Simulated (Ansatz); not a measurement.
The same path of C2H8O2Si (13 atoms, charge 0, multiplicity 1) was run twice with different band settings. Lost on the way: Si4–H11. Made: O5–H11.

All numbers below come from RKS PBE-D4/cc-pVDZ (Ansatz 0.2.0).

Relaxed end points:

```xyz
13
Properties=species:S:1:pos:R:3
O -1.171 1.242 0.119
C -0.955 0.042 0.892
C 0.528 -0.310 0.800
Si 1.096 -0.564 -1.007
O 0.701 0.818 -1.916
H -2.133 1.408 0.095
H -1.264 0.212 1.950
H -1.571 -0.801 0.495
H 0.724 -1.238 1.379
H 1.134 0.498 1.264
H 0.402 -1.807 -1.535
H 2.589 -0.770 -1.078
H -0.060 1.234 -1.441
```

```xyz
13
Properties=species:S:1:pos:R:3
O -1.149 1.028 -0.060
C -0.889 0.029 0.982
C 0.585 -0.325 0.904
Si 1.066 -1.300 -0.747
O 0.614 0.398 -1.856
H -2.116 1.110 -0.171
H -1.184 0.474 1.960
H -1.519 -0.873 0.798
H 0.825 -1.021 1.740
H 1.195 0.589 1.075
H 0.173 0.031 -2.649
H 2.572 -0.933 -0.680
H -0.152 0.757 -1.280
```

Common settings: climbing image yes; spring 5.0 eV/Å²; optimiser quadratic models (default); start path through a guess of the saddle point; force threshold 0.05 eV/Å; iteration limit 60; end points relaxed.

| run | movable images |
| --- | --- |
| 1 | 7 |
| 2 | 2 |

Task: What does each run give, and how far can it be trusted?

Result: Run 1: converged after 11 iterations, highest image 2.694 eV above the first end. Neighbouring images differ by up to 1.3 eV, so the band resolves the path poorly. A vibrational analysis at the climbing image gives one clearly imaginary mode, 1250i cm⁻¹: a first-order saddle point.
Run 2: converged after 22 iterations, highest image 2.694 eV above the first end. Neighbouring images differ by up to 2.2 eV, so the band resolves the path poorly. Another band between the same ends (7 images) ends at a top of the same energy, where a vibrational analysis finds 1 clearly imaginary mode. So few images can step over the top or miss a turn of the path.
The orbitals stay closed-shell, which can raise the energy where a bond breaks towards radicals; this wasn't checked here.
